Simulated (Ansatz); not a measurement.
Species: [Ga(F)3(H2O)] (charge 0, multiplicity 1), formula H₂F₃GaO.

Problem. How many basis functions does frozen-core CCSD(T)/cc-pVTZ // PBE-D3(BJ)/def2-SVP run with Ansatz (a quantum-chemistry and plane-wave program) use, how many core orbitals are frozen, and how many electrons are correlated?

Solution. 191 basis functions and 13 frozen orbitals, which leaves 42 correlated electrons (filled d shells below the valence shell are correlated). Core time is of the order of minutes.
